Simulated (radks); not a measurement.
Q: Species: F. Configuration: [He] 2s2 2p5 (the NIST ground configuration). All-electron calculation, Dirac Kohn-Sham, PBE, spin-unpolarised, spherical densities, point nucleus; open shells fill j = l - 1/2 first. Program: a radial shooting solver on a logarithmic mesh with Libxc functionals. Some entries of the table are withheld. Estimate them.

| orbital | occ. | eigenvalue (hartree) | r(max) (bohr) |
|---|---|---|---|
| 1s1/2 | 2 | -24.37728 | (1) |
| 2s1/2 | 2 | (2) | (3) |
| 2p1/2 | 2 | (4) | (5) |
| 2p3/2 | 3 | (6) | (7) |

A: 
(1) 1s1/2 r(max) (bohr): 0.1143
(2) 2s1/2 eigenvalue (hartree): -1.09862
(3) 2s1/2 r(max) (bohr): 0.7642
(4) 2p1/2 eigenvalue (hartree): -0.40974
(5) 2p1/2 r(max) (bohr): 0.7059
(6) 2p3/2 eigenvalue (hartree): -0.40741
(7) 2p3/2 r(max) (bohr): 0.7073
